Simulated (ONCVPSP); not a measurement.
## Pb, ONCV: configuration errors across variants

Pb (Z = 82), optimised norm-conserving Vanderbilt (ONCV), made with ONCVPSP 4.0.1 (PBE, scalar-relativistic). Core [Xe] 4f14, reference 5d10 6s2 6p1 (charge +1). Waves: 6s: rc 1.95 bohr, ncon 3, nbas 8, qcut 3.4 1/bohr, 2 projectors, debl 3.9 Ha; 6p: rc 2.60 bohr, ncon 4, nbas 7, qcut 3.8 1/bohr, 2 projectors, debl 2.8 Ha; 5d: rc 1.25 bohr, ncon 4, nbas 9, qcut 7 1/bohr, 2 projectors, debl 1.1 Ha. Local part: polynomial inside 0.95 bohr (lpopt 5, dvloc0 4 Ha). Core correction: Teter function, fcfact 1.75, rcfact 1.1.

All-electron excitation energies from the reference (eV): (1) 5d10 6s2 6p2 -6.576; (2) 5d10 6s2 6p0 13.445; (3) 5d10 6s1 6p0 45.855; (4) 5d10 6s0 6p0 88.558.

1 further variants failed, have other tests or too few solved ones, and are left out.

A true bound ghost makes a file unfit for plane-wave use even where its test errors are small: the radial tests pick states by their node count and pass the ghost by.

Errors AE − PS in meV (a dash: test not solved or not reliable):

```csv
change,(1),(2),(3),(4),bound ghosts,GHOST(+) flags above zero
base,+3.3,-5.1,+3.1,+47,"s, p",s
s: rc 2.32,+3.2,-4.7,-3.8,-9.5,"s, p",s
"d: ncon 5, nbas 10",+3.3,-5.1,+3.1,+47,"s, p",s
```

Q: Give the same row for: p: qcut 4.4.

A: +3.2, -5.1, +4.7, +51; bound ghosts: s, p; GHOST(+) flags above zero: s.
